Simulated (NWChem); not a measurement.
Si$_{2}$H$_{5}$O$_{2}$F; SMILES F[SiH2]O[SiH2]O

```xyz
10

O      1.2395     1.5626     0.0000
Si    -0.4123     1.5829     0.0000
O     -0.9798     0.0083     0.0000
Si    -0.4042    -1.5244     0.0000
F      1.2287    -1.4039     0.0000
H      1.6635     0.6959     0.0000
H     -0.9271     2.2554     1.2224
H     -0.9271     2.2554    -1.2224
H     -0.7956    -2.2412    -1.2374
H     -0.7956    -2.2412     1.2374
```
Atoms are numbered in this order, from 1.

This is a stationary point of PBE0/def2-SVP (NWChem), point group Cs. 

Question: Is it a minimum? If not, what does it relax to?

Answer: No. It has an imaginary frequency of 95i cm⁻¹. Following that mode (on a finer grid) lowers the energy by 0.6 kcal/mol and ends, with real frequencies alone, at point group C1:
```xyz
10

O      1.1694     1.4510     0.4034
Si    -0.4099     1.5146    -0.0870
O     -1.0591    -0.0273    -0.0768
Si    -0.4257    -1.5399     0.0009
F      1.1141    -1.4351    -0.5356
H      1.7361     0.8275    -0.0657
H     -1.1320     2.3569     0.8950
H     -0.5553     2.0337    -1.4755
H     -1.1656    -2.4464    -0.9088
H     -0.3688    -2.0397     1.3964
```
